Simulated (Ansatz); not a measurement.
Ansatz (a first-principles code) input:

Ansatz 0.2 input:
```yaml
crystal:
  periodic: [false, false, false]
  atoms:
    - {symbol: In, position_ang: [-0.00000000, -0.00000000, -1.59217154]}
    - {symbol: I, position_ang: [0.00000000, 0.00000000, 1.47200765]}
basis:
  gaussian:
    orbitals: def2-TZVPD
hamiltonian:
  xc: {name: wB97X-V}
total_charge: -1
magnetization: {spin_polarized: true, initial_magnetization: 1}
output: {forces: true}
```

Q: What final total energy does it print?

A: -487.90698 Eh (wB97X-V/def2-TZVPD). The basis has 115 functions.
